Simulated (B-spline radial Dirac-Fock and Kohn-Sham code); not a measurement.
# 2p3/2 emission of Rh⁺

System: Rh⁺ in the configuration 1s2 2s2 2p6 3s2 3p6 3d10 4s2 4p6 4d6 5s2 (an excited configuration).

The computed values come from a radial atomic solver: independent-particle radiative and Coulomb Auger rates from relativistic LDA hole-state orbitals, with Dirac-Fock energies.

```
 line  multipole  energy (eV)  width (meV)  share (%)
L3-M1         E1       2374.6         2.99       3.15
L3-M4         E1       2693.6         8.70       9.16
L3-M5         E1       2698.3         77.3       81.4
L3-N1         E1       2919.3        0.586      0.617
L3-N4         E1       3008.2        0.536      0.564
L3-N5         E1       3008.7         4.76       5.01
L3-O1         E1       3018.3       0.0819     0.0863
```

The listed lines hold 100.0 % of the radiative rate. The radiative width is 0.0950 eV in the length form and 0.0966 eV in the velocity form; the two differ because the transition energies are not eigenvalue differences of the potential that gave the orbitals.
